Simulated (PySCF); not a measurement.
# Ionisation energy of Ta⁵³⁺ by level of theory

Ta⁵³⁺ [Ar] 3d2 [3d3/2^2, M_J = 2] → Ta⁵⁴⁺ [Ar] 3d1 [3d3/2^1, M_J = 3/2], as a difference of total energies. All numbers are calculated (PySCF 2.14, the two-component X2C-1e Hamiltonian, in an even-tempered Gaussian basis (15 s from 15 bohr⁻², ratio 2.8; 12 p from 19 bohr⁻², ratio 2.8; 8 d from 19 bohr⁻², ratio 2.8; 3 f from 60 bohr⁻², ratio 3)). Correlated levels: [Ne] frozen; the 72 highest virtual spinors dropped. "Screened" scales the spin-orbit matrix elements by Boettger's factors to mimic the two-electron term; Breit and QED terms are absent.

```tsv
method	ionisation energy (eV)
GHF (spin-free)	4988.5
GMP2 (spin-free)	4988.0
GHF (screened spin-orbit)	5026.4
GMP2 (screened spin-orbit)	5026.2
```

Breit and QED terms and the two-electron picture change are absent.

The spin-free rows relax to the high-spin LS determinant and lack the spin-orbit shift.

The labels give the starting determinants; with spin-orbit coupling the two ends relaxed to ⟨J²⟩ = 6.01, ⟨L²⟩ = 10.14, ⟨S²⟩ = 1.54 and ⟨J²⟩ = 3.75, ⟨L²⟩ = 6.05, ⟨S²⟩ = 0.80.

For comparison: 5024 ± 5 eV (theoretical estimate listed by NIST; NIST Atomic Spectra Database, ionization energies).
